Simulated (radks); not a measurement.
H-, configuration [He].

All-electron calculation, non-relativistic Kohn-Sham, LDA (Slater exchange, VWN5 correlation), spin-polarised, spherical densities, point nucleus; Watson sphere of charge +1.22 and radius 2.3 bohr. Program: a radial shooting solver on a logarithmic mesh with Libxc functionals.

Energy parts (eV; the electron-nucleus part includes the sphere):
| part | energy |
|---|---|
| total | -39.724 |
| kinetic | 18.036 |
| electron-nucleus | -71.078 |
| Hartree | 27.311 |
| exchange-correlation | -13.994 |

Orbitals (lengths in bohr, moments of r in powers of bohr; r(90%) holds 90 % of the orbital's charge):
1s: occ. 2; eigenvalue (eV) -8.3364; r(90%) 3.27; <1/r> 0.8123; <r^4> 49.23; <r> 1.860

The highest occupied level is 1s at -8.336 eV. Summed over all electrons, <r^2> = 9.130 bohr^2, which gives a Langevin (diamagnetic) susceptibility term of -7.23 x 10^-6 cm^3/mol. The density falls to 0.001 e/bohr^3 at r = 3.61 bohr. The electron density at the nucleus is 0.4017 e/bohr^3.
